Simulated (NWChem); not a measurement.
AlH2F; SMILES [F][AlH2]

Task: Give the equilibrium geometry at PBE-D3(BJ)/def2-SVP (NWChem) as a list of bonds and angles, with the point group.

Result: point group C2v; any orientation.
Bonds (Å): Al1–H2 1.592, Al1–H3 1.592, Al1–F4 1.681. Bond angles (°): H2–Al1–H3 126.4, H2–Al1–F4 116.8, H3–Al1–F4 116.8.
